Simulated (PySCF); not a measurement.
**$^{29}$Si chemical shifts**

Level of theory: geometry from GFN2-xTB, shielding tensors at PBE0/pcSseg-1 (GIAO), in PySCF (no relativistic terms, one conformer, one averaged value for each set of equivalent atoms, no solvent).

Shieldings were converted by a linear fit to measured shifts: $^{29}$Si (scatter 8.9 ppm rms, 25.8 ppm with the 6 outliers that the fit left out vs TMS, solution or neat liquid). A few per cent of atoms miss by over 2 rms, more outside the fitted compound classes.

**Question.** Give the $^{29}$Si shifts of `C=C(CF)O[SiH3]`, `C[C@H](N)C[SiH2][SiH2]CF`, `C[C@]1(CCF)N[SiH2]N[SiH2]1`, `CN[C@@H](C)[Si@H](NC)O[SiH3]`, `CC(C)C1=C[SiH2]C1`, `F[C@@H]1CN([SiH3])C[C@@H]1N[SiH3]`, `CN[Si@H](N[SiH3])C1(F)CC1`, `CC(C)O[Si@H](C)[SiH](N)N`.

**Answer.** 
| compound | environment | δ (ppm) |
| --- | --- | --- |
| C=C(CF)O[SiH3] | silicon bonded to O, 3 H | -43.1 |
| [CH3:1][C@H:2]([NH2:3])[CH2:4][SiH2:5][SiH2:6][CH2:7][F:8] | Si5: silicon bonded to C, Si, 2 H | -72.2 |
| [CH3:1][C@H:2]([NH2:3])[CH2:4][SiH2:5][SiH2:6][CH2:7][F:8] | Si6: silicon bonded to C, Si, 2 H | -72.4 |
| [CH3:1][C@:2]1([CH2:3][CH2:4][F:5])[NH:6][SiH2:7][NH:8][SiH2:9]1 | Si9: silicon bonded to C, N, 2 H, in a 5-membered ring | -22.1 |
| [CH3:1][C@:2]1([CH2:3][CH2:4][F:5])[NH:6][SiH2:7][NH:8][SiH2:9]1 | Si7: silicon bonded to 2 N, 2 H, in a 5-membered ring | -30.1 |
| [CH3:1][NH:2][C@@H:3]([CH3:4])[Si@H:5]([NH:6][CH3:7])[O:8][SiH3:9] | Si5: silicon bonded to C, N, O, H | -25.9 |
| [CH3:1][NH:2][C@@H:3]([CH3:4])[Si@H:5]([NH:6][CH3:7])[O:8][SiH3:9] | Si9: silicon bonded to O, 3 H | -46.0 |
| CC(C)C1=C[SiH2]C1 | silicon bonded to 2 C, 2 H, in a 4-membered ring | -49.8 |
| [F:1][C@@H:2]1[CH2:3][N:4]([SiH3:5])[CH2:6][C@@H:7]1[NH:8][SiH3:9] | Si5: silicon bonded to N, 3 H | -43.8 |
| [F:1][C@@H:2]1[CH2:3][N:4]([SiH3:5])[CH2:6][C@@H:7]1[NH:8][SiH3:9] | Si9: silicon bonded to N, 3 H | -50.2 |
| [CH3:1][NH:2][Si@H:3]([NH:4][SiH3:5])[C:6]1([F:7])[CH2:8][CH2:9]1 | Si3: silicon bonded to C, 2 N, H | -29.0 |
| [CH3:1][NH:2][Si@H:3]([NH:4][SiH3:5])[C:6]1([F:7])[CH2:8][CH2:9]1 | Si5: silicon bonded to N, 3 H | -55.8 |
| [CH3:1][CH:2]([CH3:3])[O:4][Si@H:5]([CH3:6])[SiH:7]([NH2:8])[NH2:9] | Si5: silicon bonded to C, O, Si, H | -22.9 |
| [CH3:1][CH:2]([CH3:3])[O:4][Si@H:5]([CH3:6])[SiH:7]([NH2:8])[NH2:9] | Si7: silicon bonded to 2 N, Si, H | -23.2 |

**Question.** Match the shifts -8.7, -31.7, -43.1 ppm to `C=C(CF)O[SiH3]`, `CC[SiH]1CC=CC1`, `CCC[SiH2]C1C=C1`.

**Answer.** -8.7: CC[SiH]1CC=CC1 (silicon bonded to 3 C, H, in a 5-membered ring); -31.7: CCC[SiH2]C1C=C1 (silicon bonded to 2 C, 2 H); -43.1: C=C(CF)O[SiH3] (silicon bonded to O, 3 H).
